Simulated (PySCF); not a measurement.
Atom-mapped SMILES (the numbers label the heavy atoms): `[CH2:1]=[C:2]([c:3]1[cH:4][c:5]1=[O:6])[C@H:7]([CH3:8])[C:9]([F:10])([F:11])[F:12]`. Hydrogens are named by the atom that carries them. Ha(C1) is cis to C3; Hb(C1) is trans to C3.

All values are calculated (PySCF): shielding tensors at B97-2/pcSseg-2 (GIAO), coordinates at the PBE0-D3(BJ)/def2-SVP level. Non-relativistic Hamiltonian, single conformer, equivalent nuclei averaged, no solvent model.

Scale: TMS for ¹³C and ¹H; ¹⁷O against H2O; CFCl3 for ¹⁹F (reference shieldings calculated alike).

| atoms | nucleus | count | δ (ppm) |
| --- | --- | --- | --- |
| H(C8) | ¹H | 3 | 1.38 |
| H(C4) | ¹H | 1 | 8.55 |
| C7 | ¹³C | 1 | 49.9 |
| C1 | ¹³C | 1 | 148.5 |
| C3 | ¹³C | 1 | 169.5 |
| Ha(C1) | ¹H | 1 | ? |
| C4 | ¹³C | 1 | ? |
| C9 | ¹³C | 1 | ? |
| O6 | ¹⁷O | 1 | 303.6 |
| C2 | ¹³C | 1 | 138.6 |
| H(C7) | ¹H | 1 | 2.92 |
| C8 | ¹³C | 1 | ? |
| F10/F11/F12 | ¹⁹F | 3 | -83.1 |
| C5 | ¹³C | 1 | ? |
| Hb(C1) | ¹H | 1 | 6.27 |

**Question.** Estimate the values marked ?.

**Answer.** 
- C5: 152.0 ppm, ring carbonyl carbon
- C4: 151.9 ppm, unsaturated ring CH
- C9: 135.2 ppm, CF3 carbon; 3 electronegative neighbours deshield it
- C8: 15.1 ppm, methyl carbon; a saturated carbon with 1 carbon neighbour and no heteroatom attached
- Ha(C1): 6.63 ppm, hydrogen on a terminal =CH2 carbon; olefinic region

Shifts are as computed. Against solution values, carbons near 30 ppm lie about +4 ppm off and those near 130 ppm about +7 ppm (rms about the fit 2.1 ppm; single classes can miss by 10 ppm). Of 1328 compounds with measured shifts, 309 miss one by over three times the rms of a fit or turn the order of signals round; such compounds aren't used in these exercises. Signals without a measured value on file couldn't be tested in this way. Unscaled 19F shifts against computed CFCl3 carry errors that often reach 10 to 50 ppm. Unscaled 17O shifts of doubly bonded oxygen tend to come out too high, by tens of ppm or more. Experimental scales use liquid or dissolved standards, which lie at an offset from isolated H2O (liquid H2O: subtract about 36 ppm).
